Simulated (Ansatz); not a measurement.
Ansatz (an electronic-structure program) input:

Ansatz 0.2 input:
```yaml
crystal:
  periodic: [false, false, false]
  atoms:
    - {symbol: Sc, position_ang: [0.00936955, -0.00161586, 0.01130025]}
    - {symbol: F, position_ang: [-1.48674942, -0.91844279, 0.09206305]}
    - {symbol: F, position_ang: [0.00852904, 1.62385452, -0.65361435]}
    - {symbol: F, position_ang: [1.50575335, -0.71052985, 0.59680155]}
basis:
  gaussian:
    orbitals: def2-TZVP
hamiltonian:
  xc: b3lyp
  dispersion: d3bj
relax: {f_tol: 0.002, max_steps: 150}
```

Q: Predict the final energy.

A: -1060.65564 Eh (B3LYP-D3(BJ)/def2-TZVP). The basis has 138 functions.
